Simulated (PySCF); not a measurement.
## How methods differ on the excitation energy of Ga²⁺

Ga²⁺ [Ar] 3d10 4s1 (2S) → Ga²⁺ [Ar] 3d10 4d1 (2D), as a difference of total energies. Calculation: PySCF 2.14, in x2c-TZVPPall with one added diffuse shell each of s, p, d type (7s6p5d1f, 57 functions); the spin-free X2C one-electron Hamiltonian (Gaussian nucleus). Correlated levels: valence and next inner shell: [Ne] frozen. The calculations carry no spin-orbit coupling.

| method | excitation energy (eV) |
| --- | --- |
| UHF | 17.005 |
| LDA | 18.273 |
| PBE | 17.750 |
| PBE0 | 17.618 |
| r2SCAN | 17.788 |
| r2SCAN0 | 17.719 |
| wB97X | 17.697 |
| PW91 | 17.830 |
| B97-3 | 17.506 |
| MP2 (valence and next inner shell) | 17.485 |
| SCS-MP2 (valence and next inner shell) | 17.392 |

Problem. How much does correlation contribute at MP2 (valence and next inner shell)?

Solution. 17.485 − (17.005) = 0.480 eV, measured against UHF.

A first-order spin-orbit estimate (lowest level to lowest level, LS coupling) adds -0.007 eV.

The promoted electron is Rydberg-like, and one or two diffuse shells describe it only roughly, which tends to raise the upper state.
